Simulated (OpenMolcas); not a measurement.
## Os4+: effect of the basis set

- Program: OpenMolcas 26.06
- Method: SS-RASPT2, IPEA 0.25 Eh, imaginary shift 0.1 Eh (closed shells correlated: 5s)
- Active space: 10 electrons in 8 orbitals (RAS1 5p, at most 2 holes; RAS2 5d)
- State averaging: 2S+1 = 5 even, 5 roots; 2S+1 = 3 even, 45 roots; 2S+1 = 1 even, 50 roots
- Spin-orbit coupling: RASSI with atomic mean-field integrals over the reference wave functions, term energies averaged over their components

A. ANO-R2 [8s6p5d3f1g], X2C, finite nucleus; CASPT2 step about 100 core-seconds
B. ANO-RCC-VTZP [8s7p5d3f2g1h], DKH2, point nucleus; CASPT2 step of the order of 2.3 core-minutes
C. ANO-RCC-VQZP [9s8p6d4f3g2h], DKH2, point nucleus; CASPT2 step about 3 core-minutes

Energies in cm⁻¹ above 5d⁴ ⁵D₀, the measured ground level; measured values from the list in Palmeri et al., Atoms 14, 22 (2026).

| Level | A | B | C | Measured |
| --- | --- | --- | --- | --- |
| 5d⁴ ⁵D₀ [64 %] | 0.0 | 0.0 | 0.0 | 0.0 |
| 5d⁴ ⁵D₁ | 4500 | 4490 | 4500 | 4311 |
| 5d⁴ ⁵D₂ | 8450 | 8420 | 8400 | 8083 |
| 5d⁴ ⁵D₃ | 11520 | 11490 | 11430 | 11018 |
| 5d⁴ ⁵D₄ [68 %] | 13600 | 13550 | 13430 | 12966 |
| 5d⁴ ³P₀(1) [51 %] | 19520 | 19460 | 19260 |  |
| 5d⁴ ³H₄ [56 %] | 21600 | 21560 | 21210 | 20374 |
| 5d⁴ ³G₃ [61 %] | 25390 | 25390 | 25010 | 23942 |
| 5d⁴ ³F₂(1) [67 %] | 26030 | 26010 | 25650 |  |
| 5d⁴ ³P₁(1) | 26430 | 26370 | 26110 | 24680 |
| 5d⁴ ³H₅ | 26830 | 26790 | 26370 | 25344 |
| 5d⁴ ³H₆ [73 %] | 29120 | 29060 | 28580 | 27669 |
| 5d⁴ ³G₄ [52 %] | 31660 | 31620 | 31210 |  |
| 5d⁴ ³G₅ | 39020 | 38980 | 38510 | 37016 |
| 5d⁴ ³D₁ | 40650 | 40690 | 40250 | 38536 |
| 5d⁴ ¹I₆ [73 %] | 41090 | 41000 | 40410 | 39284 |
| 5d⁴ ¹S₀(1) [75 %] | 47050 | 46960 | 46570 |  |
| 5d⁴ ¹F₃ [63 %] | 48950 | 49030 | 48410 | 46549 |
| 5d⁴ ³P₂(2) [73 %] | 52300 | 52490 | 51850 |  |
| 5d⁴ ³F₄(2) [54 %] | 55620 | 55730 | 55090 |  |
| 5d⁴ ³F₂(2) [61 %] | 58270 | 58430 | 57770 |  |
| 5d⁴ ³F₃(2) | 58640 | 58840 | 58140 | 55872 |
| 5d⁴ ³P₁(2) | 59240 | 59430 | 58770 | 55988 |
| 5d⁴ ³P₀(2) | 62510 | 62680 | 61990 |  |

Deviations, from unrounded energies. A percentage is the sum of absolute deviations over the sum of measured energies, with the sign that they share, or ± where signs differ.

```
                        Against measurement  Levels     A     B     C
             mean absolute deviation (cm-1)      15  1600  1600  1200
      fine structure of the ground term (%)       4  +4.6  +4.3  +3.8
other terms of the ground configuration (%)      11  +5.5  +5.5  +4.2
```

C lies closest to measurement on these levels and B furthest from it. The largest miss of C in the table is 5d⁴ ³P₁(2), by +2800 cm-1. The ranking rests on the paired levels alone, and a cruder setting can come out closer through cancelling errors.

Among A to C the level of the table that moves most is 5d⁴ ³F₃(2), by 700 cm-1 (lowest in C, highest in B). Moves below CASPT2's spread within the term are not significant.

CASPT2 breaks the degeneracy within a term, and the mean is taken; among the terms shown or strongly mixed into the levels shown the widest spread is 460 cm-1 (5d⁴ ¹G(2), A). Active for correlation alone: 5p; no level in the range computed is led by a configuration that opens it, so any true level of that kind is missing. Computed and measured levels are paired by configuration, term and J; levels that our copy of the source lacks, or whose pairing is in doubt (as where it misses far off the trend of its configuration), stay unpaired and out of the deviations. Only configurations of the active space appear. Levels that lie high or do not pair safely by name in every column are left out.

A share in square brackets marks a mixed level and gives the weight of the term that names it, the lowest over the columns. A number in round brackets counts repeated terms of one configuration in the order of the reference energies.
